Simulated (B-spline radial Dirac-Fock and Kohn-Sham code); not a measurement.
Neutral lanthanum: differential elastic cross section for electrons at 326 eV

Calculated with a radial finite-basis atomic code, using relativistic (Dirac) partial waves in the static field of the Dirac-Fock atom with Furness-McCarthy exchange, without polarisation or absorption potentials.

| θ (°) | dσ/dΩ (a₀²/sr) | Sherman function |
| --- | --- | --- |
| 0 | 343 | 0.000 |
| 0.5 | 340 | 0.000 |
| 1 | 333 | 0.000 |
| 2 | 307 | 0.000 |
| 4 | 226 | 0.000 |
| 8 | 83.9 | -0.001 |
| 12 | 28.9 | -0.001 |
| 16 | 11.8 | -0.001 |
| 24 | 3.68 | 0.009 |
| 32 | 2.34 | 0.017 |
| 45 | 0.768 | 0.000 |
| 60 | 0.255 | -0.066 |
| 75 | 0.708 | 0.032 |
| 90 | 0.253 | 0.105 |
| 105 | 0.0929 | -0.190 |
| 120 | 0.767 | -0.054 |
| 135 | 0.579 | -0.041 |
| 150 | 0.0290 | -0.130 |
| 165 | 0.893 | 0.000 |
| 180 | 1.78 | 0.000 |

Q: What integrated cross sections go with this distribution?

A: The total elastic cross section is 25.4 a₀², the first transport cross section 6.12 a₀² and the second, weighted with (3/2) sin²θ, 6.76 a₀². The mean deflection is ⟨1 − cos θ⟩ = 0.241, and 9.8 % of the collisions scatter beyond 90°.

On this grid of angles the cross section has minima near 60°, 105°, 150°, from interference among the few low partial waves with large phase shifts.

Phase shifts modulo π (rad) for κ = −1 to −5: 1.138, -0.928, -0.055, 0.710, -1.035.
